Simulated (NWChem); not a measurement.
# CH$_{7}$FOSi$_{2}$; SMILES O[C@@H]([SiH3])[SiH2]F

```xyz
12

O     -1.7496    -0.9552    -0.0019
C     -0.4674    -0.4509     0.4529
Si     0.9813    -1.5901    -0.0510
Si    -0.4058     1.3428    -0.1608
F      1.0548     2.0386     0.1375
H     -1.6820    -1.0811    -0.9687
H     -0.5130    -0.4440     1.5643
H      0.7855    -2.9666     0.5207
H      0.9695    -1.6932    -1.5549
H      2.2982    -1.0219     0.3996
H     -0.6161     1.3123    -1.6497
H     -1.4705     2.1621     0.5056
```
Atoms are numbered in this order, from 1.

All runs: NWChem. All runs use the structure optimised with PBE-D3(BJ)/def2-SVP. Solvent water, SMD (1 M gas to 1 M solution), gas-phase geometry. Reactions with the solvent are ignored.

Taking M06-2X/def2-TZVP as the yardstick, which of these has the fewest basis functions while keeping “solvation free energy (kcal/mol)” within 0.5 kcal/mol of it: M06-2X/STO-3G; M06-2X/def2-SVP; M06-2X/def2-SVPD?

M06-2X/def2-SVP.
| level | basis functions | solvation free energy (kcal/mol) | relative time (rough) |
|---|---|---|---|
| M06-2X/STO-3G | 40 | 0.0 | 1 |
| M06-2X/def2-SVP | 113 | -3.1 | 3 |
| M06-2X/def2-SVPD | 170 | -3.1 | 8 |
| M06-2X/def2-TZVP | 209 | -3.2 | 6 |

The yardstick is one finite set, not the basis-set limit.
